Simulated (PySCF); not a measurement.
Molecule: `CC(C)[BH2-][O+](C)C`, C$_{5}$H$_{15}$BO.

Bonds (- single, = double, # triple, : aromatic): C1-C2, C2-C3, C2-B4, B4-O5, O5-C6, O5-C7. C1 carries H8, H9, H10; C2 carries H11; C3 carries H12, H13, H14; B4 carries H15, H16; C6 carries H17, H18, H19; C7 carries H20, H21, H22. Formal charges: B4 -1, O5 +1.

Frames of a GFN2-xTB Langevin trajectory at 300 K; GIAO PBE0/pcSseg-1 shieldings in PySCF 2.14.0 with density-fitted response routines, gas phase, non-relativistic; equivalent atoms averaged within each frame.

Shifts are taken against calculated references (same method and geometry level): $^{13}$C (σ = 186.93 ppm) and $^{1}$H (σ = 31.72 ppm) against TMS; BF3·OEt2 for $^{11}$B (σ = 100.07 ppm); $^{17}$O (σ = 336.08 ppm) against H2O. The references are static minima.

**Question.** How do the shifts (ppm) fluctuate along the trajectory?

**Answer.** 
```csv
time (fs),C6/C7,C1/C3,C2,B4,O5,H17/H18/H19/H20/H21/H22,H15/H16,H11,H8/H9/H10/H12/H13/H14
250,70.9,24.5,16.7,10.2,15.0,3.79,3.63,1.37,1.19
425,59.4,24.6,19.7,20.2,3.1,3.12,3.51,0.39,1.32
625,67.1,18.8,22.7,8.3,14.4,3.99,2.89,0.95,0.87
800,69.1,23.6,18.6,15.2,9.7,3.80,3.33,-0.12,1.33
1000,68.8,23.9,28.1,18.8,10.1,3.77,4.04,2.42,1.01
mean of frames,67.1,23.1,21.2,14.5,10.5,3.70,3.48,1.00,1.14
standard deviation,4.5,2.4,4.4,5.2,4.8,0.33,0.42,0.97,0.20
```

5 frames give an uncertainty of the mean of about the standard deviation over 2.2 at best, since frames this close in time may not be independent; classical motion lacks zero-point vibration, and the reference would need the same averaging.
